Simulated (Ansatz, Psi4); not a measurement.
The Psi4 input:
```
memory 2 GB

molecule mol {
1 2
  I    -0.000000   -0.000000   -0.030036
  H     0.000000    0.000000    1.591930
}

set basis def2-svpd
set reference uks
set scf_type pk
set puream true
set d_convergence 1e-8
set dft_radial_points 99
set dft_spherical_points 590

energy('revpbe')
print_variables()
```

**Question.** Write the same job for Ansatz (a first-principles code).

**Answer.** Several could match; the one computed here: 
Ansatz 0.2 input:
```yaml
crystal:
  periodic: [false, false, false]
  atoms:
    - {symbol: I, position_ang: [-0.00000000, -0.00000000, -0.03003641]}
    - {symbol: H, position_ang: [0.00000000, 0.00000000, 1.59192986]}
basis:
  gaussian:
    orbitals: def2-SVPD
hamiltonian:
  xc: revpbe
total_charge: 1
magnetization: {spin_polarized: true, initial_magnetization: 1}
accuracy: high
```

Both were run: Psi4 gave -297.954802 Eh and Ansatz -297.954801 Eh, 0.001 mEh apart.
